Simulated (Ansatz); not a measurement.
AlFH₂O₂, SMILES `[OH][Al]([OH])[F]`: the same geometry under several functionals.

```yaml
crystal:
  periodic: [false, false, false]
  atoms:
    - {symbol: O, position_ang: [-0.726878, 0.998158, 0.696024]}
    - {symbol: Al, position_ang: [0.064336, -0.028308, -0.378624]}
    - {symbol: O, position_ang: [0.877521, -1.395197, 0.162343]}
    - {symbol: F, position_ang: [0.064132, 0.277824, -1.991768]}
    - {symbol: H, position_ang: [-1.198996, 1.783675, 0.425970]}
    - {symbol: H, position_ang: [0.919885, -1.636143, 1.086046]}
basis:
  gaussian: {orbitals: def2-TZVPP}
hamiltonian: {xc: {name: B2PLYP}}
```

```sh
$ ansatz run in.yaml --threads 2 --pin off --events-out ev --progress --plain --max-ram 32768MiB --backend cpu
```

Shortened log:

```
Functional definition: B2PLYP
1025 factors; integrals over basis functions are off by at most 9.3e-4 eV
mean field evaluation 1: about -13426.5114 eV, gradient 7.5e1 eV
mean field evaluation 2: about -13426.5644 eV, gradient 7.5e1 eV
mean field evaluation 4: about -13435.0856 eV, gradient 3.0e0 eV
mean field evaluation 8: about -13435.1327 eV, gradient 3.6e-1 eV
mean field evaluation 16: about -13435.1330 eV, gradient 5.6e-5 eV
mean field -13435.13296021 eV, -493.7320296275 hartree, gradient 2.6e-6 eV, S^2 0.000000; 0 other end points of the search recorded, 0 dependent functions left out
8 core orbitals not correlated: weight in the atoms' cores, before any rotation towards them, 1.000 or more for the frozen orbitals, at most 0.000 for the correlated occupied ones
reference -13435.13309975 eV, -493.7320347557 hartree; 12, 12 occupied and 143, 143 virtual orbitals, 1025 factors
second order -26.27472014 eV of doubles, -0.00000000 eV of singles
Total energy: -13442.22727419 eV, -493.9927408576 hartree
```

Hardware: 2 threads of an AMD EPYC 7R13 on a shared host. Wall time 5.5 s, peak host memory 0.28 GiB.

The same input with `hamiltonian: {xc: pbe0, dispersion: d4}` (abridged; 2.9 s):

```
Functional definition: PBE0
mean field -13439.00575854 eV, -493.8743523412 hartree, gradient 3.9e-5 eV, S^2 0.000000
Total energy: -13439.07663845 eV, -493.8769571296 hartree
```

The same input with `hamiltonian: {xc: pbe, dispersion: d4}` and forces (abridged; 4.2 s):

```
Functional definition: PBE
mean field evaluation 16: about -13438.4458 eV, gradient 6.1e-5 eV
mean field -13438.44583428 eV, -493.8537755042 hartree, gradient 6.1e-5 eV, S^2 0.000000
Total energy: -13438.53062426 eV, -493.8568914784 hartree
Atom 0 force     0.015020    -0.105519     0.433348 eV/Å
Atom 1 force    -0.026513     0.026368     0.078630 eV/Å
Atom 2 force     0.199170    -0.253585    -0.296201 eV/Å
Atom 3 force     0.015559     0.075337    -0.525018 eV/Å
Atom 4 force    -0.225691     0.375006    -0.127022 eV/Å
Atom 5 force     0.022454    -0.117607     0.436262 eV/Å
Dipole moment:    -0.135180     0.148329     0.326670 e Å
```

With the line `hamiltonian: {xc: {name: wB97X-V}}` (abridged; 11 s):

```
Functional definition: wB97X-V
mean field -13445.66516446 eV, -494.1190809948 hartree, gradient 7.8e-5 eV, S^2 0.000000
Total energy: -13445.66516255 eV, -494.1190809246 hartree
```
